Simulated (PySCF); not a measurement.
**29Si chemical shifts**

Computational details: geometry from GFN2-xTB, σ from GIAO-PBE0/pcSseg-1, in PySCF (non-relativistic, one conformer, fast rotation and ring inversion assumed for equivalent nuclei, no solvent model).

Shieldings were converted by a linear fit to measured shifts: 29Si: δ = 279.94 − 0.822σ (rms 8.9 ppm, 72 shifts, 25.8 ppm with the 6 outliers that the fit left out vs TMS, solution or neat liquid). A few per cent of atoms miss by over 2 rms, more outside the fitted compound classes.

(1) Give the 29Si shifts of `CS/C=C\S[SiH3]`, `CC(=O)C(=O)[SiH2]N([SiH3])[SiH3]`, `C=C[Si@@H](C=O)N([SiH3])[SiH2]O`.

(2) Match the shifts -26.3, -51.3, -68.2 ppm to `CS/C=C\S[SiH3]`, `COC(=O)c1cpcpc1[SiH3]`, `C=C[Si@@H](F)N=C`.

Answers

(1) 
```
                                                          compound                           environment  δ (ppm)
                                                    CS/C=C\S[SiH3]              silicon bonded to S, 3 H    -51.3
  [CH3:1][C:2](=[O:3])[C:4](=[O:5])[SiH2:6][N:7]([SiH3:8])[SiH3:9]      Si6: silicon bonded to C, N, 2 H    -38.0
  [CH3:1][C:2](=[O:3])[C:4](=[O:5])[SiH2:6][N:7]([SiH3:8])[SiH3:9]  Si8/9: silicon bonded to N, 3 H (×2)    -43.2
[CH2:1]=[CH:2][Si@@H:3]([CH:4]=[O:5])[N:6]([SiH3:7])[SiH2:8][OH:9]      Si8: silicon bonded to N, O, 2 H    -31.4
[CH2:1]=[CH:2][Si@@H:3]([CH:4]=[O:5])[N:6]([SiH3:7])[SiH2:8][OH:9]      Si3: silicon bonded to 2 C, N, H    -41.7
[CH2:1]=[CH:2][Si@@H:3]([CH:4]=[O:5])[N:6]([SiH3:7])[SiH2:8][OH:9]         Si7: silicon bonded to N, 3 H    -58.2
```

(2) -26.3: C=C[Si@@H](F)N=C (silicon bonded to C, F, N, H); -51.3: CS/C=C\S[SiH3] (silicon bonded to S, 3 H); -68.2: COC(=O)c1cpcpc1[SiH3] (silicon bonded to C, 3 H).
